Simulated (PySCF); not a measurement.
Compound: C7H8O3Si.
SMILES with atom numbers: `[O:1]=[C:2]([OH:3])[c:4]1[cH:5][cH:6][c:7]([O:8][SiH3:9])[cH:10][cH:11]1` (hydrogens: H12 on O3; H13 on C5; H14 on C6; H15, H16, H17 on Si9; H18 on C10; H19 on C11)

Computed with PBE0-D3(BJ)/def2-SVP geometry optimisation, gas phase (PySCF 2.14.0).

**Question.** Give the optimised bond lengths and angles.

**Answer.** 
| bond | length (bohr) |
| --- | --- |
| O1=C2 | 2.280 |
| C2–O3 | 2.536 |
| C2–C4 | 2.796 |
| C4–C5, C4–C11 | 2.645 |
| C5–C6, C10–C11 | 2.622 |
| C6–C7, C7–C10 | 2.649 |
| C7–O8 | 2.544 |
| O8–Si9 | 3.183 |
| O3–H12 | 1.831 |
| C5–H13, C11–H19 | 2.063 |
| C6–H14, C10–H18 | 2.064 |
| Si9–H15, Si9–H16, Si9–H17 | 2.815 |

Bonds in one row agree within 0.02 bohr and their mean is given. A selection of angles:
| angle | degrees |
| --- | --- |
| O1–C2–O3 | 122.1 |
| O1–C2–C4 | 124.7 |
| O3–C2–C4 | 113.1 |
| C2–O3–H12 | 106.0 |
| C2–C4–C5 | 118.1 |
| C2–C4–C11 | 122.5 |
| C5–C4–C11 | 119.3 |
| C4–C5–C6 | 120.6 |
| C4–C5–H13 | 118.4 |
| C6–C5–H13 | 121.0 |
| C5–C6–C7 | 119.8 |
| C5–C6–H14 | 119.8 |
| C7–C6–H14 | 120.3 |
| C6–C7–O8 | 122.6 |
| C6–C7–C10 | 119.8 |
| O8–C7–C10 | 117.6 |
| C7–O8–Si9 | 128.7 |
| O8–Si9–H15 | 104.8 |
| O8–Si9–H16 | 110.3 |
| H15–Si9–H16 | 111.0 |
| H16–Si9–H17 | 109.5 |
| C7–C10–H18 | 118.4 |
| C11–C10–H18 | 121.6 |
| C10–C11–H19 | 120.2 |
| C4–C11–C10 | 120.4 |
| C4–C11–H19 | 119.4 |

Dihedral angles: O1–C2–C4–C5 1° (synperiplanar); C6–C7–O8–Si9 0° (synperiplanar); H12–O3–C2–O1 0° (synperiplanar).

The 7 C–C bonds span 1.386 Å (C10–C11, aromatic) to 1.480 Å (C2–C4, drawn single), a spread of 0.094 Å. The 11 heavy atoms lie in one plane (0.011 Å rms). Si9 (oxygen-bound silicon) is distorted tetrahedral (angles from 104.8° to 111.0°). The C–O distances run from 1.207 Å (O1=C2, drawn double) to 1.346 Å (C7–O8, drawn single), a spread of 0.139 Å. The 6-membered ring C4–C5–C6–C7–C10–C11 has internal angles of 119.3° to 120.6° (sum 720°, against 720° for a flat polygon); it is planar, 0.00 Å rms from its mean plane, widest ring torsion 0°. Of the pairs four or more bonds apart, Si9···H14 is among the closest relative to their van der Waals radii: 2.79 Å, 84 % of the sum of Bondi's values.

No frequency check. The numbers are those of one conformer (O1–C2–O3–H 0°, O1–C2–C4–C5 1°, C6–C7–O8–Si9 0°).
